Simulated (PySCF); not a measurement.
**Where the electron goes**

C₄H₁₀N₂Si₂.
Atom-mapped SMILES: `[N:1]#[C:2][SiH2:3][N:4]([SiH3:5])[CH:6]1[CH2:7][CH2:8]1` (hydrogens: H9, H10 on Si3; H11, H12, H13 on Si5; H14 on C6; H15, H16 on C7; H17, H18 on C8)

Cartesian coordinates in Å at the GFN2-xTB level; atoms count from 1:
```xyz
18
C4H10N2Si2 angstrom
N      1.5574   -3.0988   -0.0187
C      1.3890   -2.1142   -0.5808
Si     1.0816   -0.4813   -1.4534
N      0.3490    0.6381   -0.3580
Si     1.1843    1.8959    0.5209
C     -1.0112    0.4485    0.0560
C     -1.3357   -0.3552    1.2819
C     -1.7371   -0.8517   -0.0756
H      2.3887    0.0412   -1.8303
H      0.1782   -0.7586   -2.5708
H      1.4821    1.4587    1.8877
H      0.2825    3.0497    0.5492
H      2.3988    2.1790   -0.2345
H     -1.6064    1.3454   -0.0956
H     -0.5171   -0.8638    1.7679
H     -2.0979    0.0043    1.9561
H     -1.2138   -1.7116   -0.4636
H     -2.7813   -0.8192   -0.3501
```

Theory: TDDFT PBE0/def2-SVPD, vertical, gas phase, core orbitals frozen in the response in PySCF 2.14.0, density-fitted response routines.

Frontier orbitals with the atoms that hold most of them (Löwdin shares over 4%, at most four atoms; ? is withheld):

```tsv
orbital	ε (eV)	atoms
HOMO-3	-9.67	N1 30%, C2 24%, Si3 13%, H10 9%
HOMO-2	-9.35	C7 22%, C8 15%, Si5 12%, C6 11%
HOMO-1	-8.69	?
HOMO	-7.26	?
LUMO	?	Si3 24%, C2 22%, N1 20%, Si5 7%
LUMO+1	-0.29	N1 28%, C2 28%, Si3 22%, H10 6%
LUMO+2	0.37	Si5 23%, Si3 19%, C2 8%, H12 6%
```

Problem. Give the leading atoms of the HOMO.

Solution. N4 (bonded to C and 2 Si) 44%; C7 (bonded to 2 C and 2 H) 14%; C6 (bonded to 2 C, N and H) 11%; Si5 (bonded to N and 3 H) 6%. By element: nitrogen 44% or more, carbon 26% or more, silicon 6% or more.

Problem. Which atoms hold the HOMO-1, and with what shares?

Solution. C8 (bonded to 2 C and 2 H) 30%; C6 (bonded to 2 C, N and H) 23%; N4 (bonded to C and 2 Si) 12%; C7 (bonded to 2 C and 2 H) 11%. By element: carbon 64% or more, nitrogen 12% or more.

Problem. What is the LUMO energy, and the HOMO–LUMO gap?

Solution. ε(LUMO) = -0.67 eV; the gap is 6.58 eV (0.2420 hartree).

Problem. How does S1 compare with the orbital gap of 6.58 eV?

Solution. S1 is at 5.37 eV (f = 0.0068), 1.22 eV below the gap, made of HOMO→LUMO (99%). Without the coupling terms of the response equations the lowest excitation would equal the gap.

Problem. One configuration dominates each of S1, S2 and S6. Which, and how do the shares of the two leading atoms of either orbital change from the occupied to the empty one?

Solution. 
- S1 (5.37 eV, f 0.0068), HOMO→LUMO (99%): N4 44% → at most 7%, C7 14% → at most 7%, Si3 at most 7% → 24%, C2 at most 7% → 22%
- S2 (5.80 eV, f 0.0036), HOMO→LUMO+1 (99%): N4 44% → at most 6%, C7 14% → at most 6%, N1 at most 7% → 28%, C2 at most 7% → 28%
- S6 (6.94 eV, f 0.022), HOMO-1→LUMO (88%): C8 30% → at most 7%, C6 23% → at most 7%, Si3 at most 11% → 24%, C2 at most 11% → 22%

Löwdin shares depend on the basis, the more so with diffuse functions.

One conformer stands for the species.
